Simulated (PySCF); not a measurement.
**Vertical excitation energies**

Species: C5H10B2Si.
InChI=1S/C5H10B2Si/c8-5-7-3-1-6-2-4-7/h1-4,6H,5H2,8H3

Theory: TDDFT CAM-B3LYP/def2-SVPD, vertical, gas phase, core orbitals frozen in the response in PySCF. Isolated species at its PBE0-D3(BJ)/def2-SVP geometry (one conformer only). Torsions of this conformer, `[SiH3:1][CH2:2][B:3]1[CH:4]=[CH:5][BH:6][CH:7]=[CH:8]1`: Si1–C2–B3–C4 90°.

| state | E (eV) | λ (nm) | f | main configurations (H = HOMO, L = LUMO) |
| --- | --- | --- | --- | --- |
| S1 | 3.33 | 372.4 | 0.0001 | H→L (94%) |
| S2 | 3.53 | 350.8 | 0.0001 | H-1→L (92%) |
| S3 | 4.41 | 281.1 | 0.024 | H-3→L (62%), H-2→L (32%) |
| S4 | 4.68 | 265.2 | 0.062 | H-4→L (43%), H-2→L (33%), H-3→L (12%) |
| S5 | 5.31 | 233.5 | 0.285 | H-4→L (42%), H-2→L (30%), H-3→L (21%) |
| S6 | 5.76 | 215.2 | 0.0002 | H-8→L (78%), H-6→L (11%) |

The lowest singlet lies at 3.33 eV (372 nm, ultraviolet) and is dark (f under 0.0005); its leading configuration is HOMO→LUMO (94%). The strongest level in the table is S5 at 5.31 eV (234 nm, f = 0.285). Löwdin shares by element: HOMO carbon 83% or more (atoms not listed hold the other 17%); LUMO boron 36%, carbon 24% or more (atoms not listed hold the other 40%). Of the 6 states listed, 3 reach f = 0.01 and 3 stay under 0.0005. Orbital energies (eV): HOMO-3 -10.48, HOMO-2 -9.85, HOMO-1 -9.47, HOMO -8.84, LUMO -2.15, LUMO+1 0.98, LUMO+2 1.17. The listed states span 2.43 eV, and the widest gap between neighbours is 0.88 eV (S2 to S3). No computed singlet lies in the visible range (380 to 750 nm); the lowest, at 372 nm, stands 0.07 eV above its violet end (3.26 eV). Singlets were solved by full linear response.
